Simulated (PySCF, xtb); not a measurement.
C₄H₈BN, SMILES C=C1CNB1C.

GFN2-xTB (xtb) at its own geometry gives an orbital gap of 4.25 eV and a dipole moment of 1.26 D.

Coordinates come from a B3LYP-D3(BJ)/def2-SVP optimisation. This is a generated structure with no PubChem entry under its InChIKey; it may be hypothetical.

### Question
What does B3LYP/def2-TZVP (PySCF) give? (The exact figures need the calculation; the answer reports its results.)

### Answer
gap 6.32 eV (levels -7.02 and -0.70 eV), dipole 1.20 D.
